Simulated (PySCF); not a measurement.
A side-by-side comparison of computed properties.

First species: C₇H₇P.
SMILES: `C=Cc1ccpcc1`

Second species: C₄H₇B.
SMILES: `CBC#CC`

Levels: PBE0/def2-SVPD for dipole moment, HOMO energy, LUMO energy, HOMO–LUMO gap, static isotropic polarisability and electronic spatial extent ⟨r²⟩ about the centre of nuclear charge; TDDFT PBE0/def2-SVPD for lowest singlet excitation; TDA PBE0/def2-SVPD for lowest triplet excitation (Tamm–Dancoff); ΔSCF PBE0/def2-SVPD for vertical ionisation energy; PBE0-D3(BJ)/def2-SVP for rotational constant A and rotational constant C. Geometries: PBE0-D3(BJ)/def2-SVP. All species are isolated and taken at one optimised geometry, non-relativistic unless stated. Electronic properties by PySCF.

Dipoles, sizes and rotational constants follow the conformer. The torsions of the flexible species, by atom-mapped SMILES:
- `[CH2:1]=[CH:2][c:3]1[cH:4][cH:5][p:6][cH:7][cH:8]1`: C1–C2–C3–C4 1°

| property | column X | column Y |
| --- | --- | --- |
| dipole moment | 1.68 D | 1.64 D |
| HOMO energy | -6.63 eV | -7.32 eV |
| LUMO energy | -1.94 eV | -1.57 eV |
| HOMO–LUMO gap | 4.69 eV | 5.75 eV |
| lowest singlet excitation | 4.34 eV | 3.98 eV |
| lowest triplet excitation (Tamm–Dancoff) | 2.60 eV | 3.65 eV |
| static isotropic polarisability | 114.3 au | 67.4 au |
| vertical ionisation energy | 8.29 eV | 9.39 eV |
| electronic spatial extent ⟨r²⟩ about the centre of nuclear charge | 1223 bohr² | 682 bohr² |
| rotational constant A | 4.663 GHz | 25.876 GHz |
| rotational constant C | 0.909 GHz | 1.821 GHz |

(1) Which column belongs to which species?

(2) How does each property change from the first species to the second?

Answers

(1) Column X is the first species and column Y the second. The first has 15 atoms and 64 electrons, the second 12 and 36.

(2) dipole moment -0.04 D; HOMO energy -0.69 eV; LUMO energy +0.37 eV; HOMO–LUMO gap +1.06 eV; lowest singlet excitation -0.36 eV; lowest triplet excitation (Tamm–Dancoff) +1.05 eV; static isotropic polarisability -46.9 au; vertical ionisation energy +1.10 eV; electronic spatial extent ⟨r²⟩ about the centre of nuclear charge -541 bohr²; rotational constant A +21.213 GHz; rotational constant C +0.912 GHz.

On the first: The vertical singlet–triplet gap S1 − T1 is 1.74 eV (TDDFT singlet less Tamm–Dancoff triplet; S1: HOMO→LUMO, weight 0.81; T1: HOMO→LUMO, weight 0.94). The dipole matches unit charges of opposite sign 0.35 Å apart (1 e·Å = 4.8032 D).

On the second: The polarisability is 9.99 Å³ as a volume (1 au = 0.148185 Å³), or 1.87 au for each of the 36 electrons. The ΔSCF ionisation energy exceeds −ε(HOMO) by 2.07 eV with PBE0.
